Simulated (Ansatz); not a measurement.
Species: sum formula SiN₂H₃F₂, net charge 0, doublet state. It need not be the lowest isomer of its formula. 
Geometry from a B3LYP-D3(BJ)/def2-TZVP (Ansatz, a program for electronic structure) optimisation:
```xyz
8

Si    -0.0273     0.0048    -0.0060
F      0.4630    -0.4276    -1.4603
F     -0.7319    -1.2916     0.5912
N     -1.2064     1.2584     0.0826
N      1.3337     0.5275     0.8346
H     -1.6403     1.5769    -0.7831
H      1.2774     1.0411     1.6975
H      2.2735     0.2858     0.5704
```
Charge 0, spin multiplicity 2.

Wanted: atomisation energy (electronic, to ground-state atoms), in eV. Cores are frozen in the correlated levels unless marked. Open shells are spin-unrestricted. No spin-orbit coupling. Non-relativistic. The coupled-cluster limit lacks core correlation, which all-electron functionals hold. Basis-set limits of correlation are two-point, X^-3; Hartree-Fock from the larger set. [CCSD(T)-MP2]/basis is that difference in the basis named.

```csv
level,program,atomisation energy (eV)
PBE/def2-TZVPD,Ansatz,32.00
PBE0-D4/def2-TZVPD,Ansatz + dftd4,31.22
PBE0/def2-TZVPD,Ansatz,31.09
LC-wPBE-D3(BJ)/def2-TZVPD,Ansatz + dftd3,31.57
LC-wPBE/def2-TZVPD,Ansatz,31.44
B2GP-PLYP-D3(BJ)/def2-TZVPD,Ansatz + dftd3,(withheld)
B2PLYP/def2-TZVPD,Ansatz,(withheld)
PBE-QIDH/def2-TZVPD,Ansatz,30.87
RPA@PBE/cc-pV(Q+d)Z,Ansatz,(withheld)
"RI-MP2/CBS(cc-pV(T+d)Z,cc-pV(Q+d)Z)+[CCSD(T)-MP2]/cc-pV(T+d)Z",Ansatz,31.62
```

Fill in the missing entries.


- B2GP-PLYP-D3(BJ)/def2-TZVPD, atomisation energy (eV): 31.14
- B2PLYP/def2-TZVPD, atomisation energy (eV): 31.15
- RPA@PBE/cc-pV(Q+d)Z, atomisation energy (eV): 29.62
